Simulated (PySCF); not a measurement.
H₃B₃Cl₂N₃, charge +2, doublet, geometry from GFN2-xTB of the parent state (a state made from the parent by changing its charge; the spin is typed, not shown lowest); SVWN5/STO-3G (PySCF).

PySCF was given this input:
```python
from pyscf import gto, scf, dft

mol = gto.M(
    atom='''
Cl   -2.712040    0.848324    0.367754
B    -1.236497    0.007581    0.008625
N    -1.254505   -1.298651   -0.539166
B    -0.062099   -2.006280   -0.841216
N     1.172253   -1.358720   -0.575048
B     1.235073   -0.053597   -0.027919
Cl    2.760363    0.712867    0.286840
N     0.019134    0.618165    0.259191
H    -2.153273   -1.724722   -0.713914
H     2.043289   -1.828598   -0.775964
H     0.047945    1.549004    0.649484
''',
    basis='sto-3g',
    charge=2,
    spin=1,
    verbose=3,
)

mf = dft.UKS(mol)
mf.xc = 'lda,vwn'
mf.kernel()
```

The log (banner, timings and long lists left out):

```
SCF not converged.
SCF energy = -1142.22979824326 after 50 cycles  <S^2> = 0.75320103  2S+1 = 2.0031985
```

The run did not converge; its last values are not results.
